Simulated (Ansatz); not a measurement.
Species: HSiO, charge -1, singlet. HSiO- (SMILES O=[SiH-]).
B3LYP-D3(BJ)/def2-TZVP minimum from Ansatz (a quantum-chemistry and plane-wave program):
```xyz
3

Si    -0.0850    -0.5229     0.0236
O     -0.0355     1.0435    -0.0421
H      1.4737    -1.0276     0.0065
```
Charge -1, spin multiplicity 1.

Total energies in aug-cc-pV(T+d)Z, 12 correlated electrons, 6 frozen orbitals. Radicals and triplets start from unrestricted determinants; spin-orbit coupling is neglected. Cores are frozen in correlated methods. No relativity. The restricted determinant of HOSi- (O=[SiH-], singlet) is unstable towards broken spin symmetry in at least one set run.

```csv
method,program,energy (Eh),minus CCSDT(Q) (mEh)
HF,Ansatz,-364.41487,405.81
MP2,Ansatz,-364.79168,28.99
CCSD,Ansatz,-364.79961,21.06
CCSD(T),Ansatz,-364.81875,1.92
CCSDT(Q),Ansatz,-364.82067,0.00
```

Rough core times of Ansatz's runs on a shared machine: CCSD(T) under 20 s, CCSDT(Q) 9 min.
